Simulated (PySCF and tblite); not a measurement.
The numbers below are computed, except where a source is named.
C₅H₇FO₂, numbered as in [O:1]=[C:2]1[O:3][CH2:4][CH2:5][CH2:6][C@@H:7]1[F:8].

Free energies: PBE0-D3(BJ)/pcSseg-1 on GFN2-xTB structures plus GFN2-xTB thermal terms, symmetry and mirror images included. Conformers within 3 kcal/mol (GFN2-xTB free energy) were kept, 10 at most. Of two unlike H on one atom, a is the less shielded (PBE0/pcSseg-1). (PySCF 2.14, tblite 0.8.)

An NOE distance is ⟨r⁻⁶⟩^(−1/6) over all pairs of like atoms and, for the average, over conformers.

The 6-ring runs over atoms 2–3–4–5–6–7.

```tsv
conformer	shape	weight %
1	6-ring between boat and twist-boat (ring torsions -49, 63, -21, -31, 51, -8°)	39.2
2	6-ring flattened chair (ring torsions -30, 54, -62, 48, -24, 14°)	31.4
3	6-ring half-chair (ring torsions 26, -53, 63, -47, 20, -9°)	29.4
```

Q: Which H–H contacts under 3.5 Å would NOEs report (pairs on one atom left out) at 298.15 K?

A: 
```tsv
pair	in 1 (Å)	in 2 (Å)	in 3 (Å)	average (Å)
H6b ··· H7	2.38	2.44	2.47	2.42
H5a ··· H6a	2.34	2.53	2.51	2.44
H5b ··· H6b	2.33	2.53	2.54	2.44
H4b ··· H5b	2.48	2.47	2.44	2.47
H4a ··· H5a	2.53	2.44	2.47	2.48
H4b ··· H5a	2.50	2.54	3.06	2.62
H6a ··· H7	2.65	3.06	2.58	2.71
H5a ··· H6b	2.76	2.51	3.06	2.72
H5b ··· H6a	3.01	3.06	2.52	2.80
H4a ··· H5b	3.06	3.06	2.54	2.83
H4a ··· H6a	2.97	2.52	4.30	2.86
H4b ··· H6b	4.24	4.31	2.53	3.05
H5b ··· H7	3.88	2.59	4.32	3.07
```

Longer pairs under the limit may be missing.

Q: In a model where alignment follows shape alone (order matrix 0.002 × (3G/tr G − 1)/2, G the second moments of the atom positions; splitting J + 2D), what are the one-bond C–H dipolar couplings D?

A: H4a 7.5 Hz (10.7 in conformer 1), H4b -0.7 Hz (-7.2 in conformer 1), H5a -0.5 Hz (-4.9 in conformer 1), H5b 6.4 Hz (10.8 in conformer 1), H6a 6.2 Hz (5.8 in conformer 1), H6b 5.9 Hz (6.3 in conformer 1), H7 -0.4 Hz (-7.8 in conformer 1).


Conformer gaps in pcSseg-1 on xTB geometries can be 2 kcal/mol off for S=O, P=O and other polar bonds.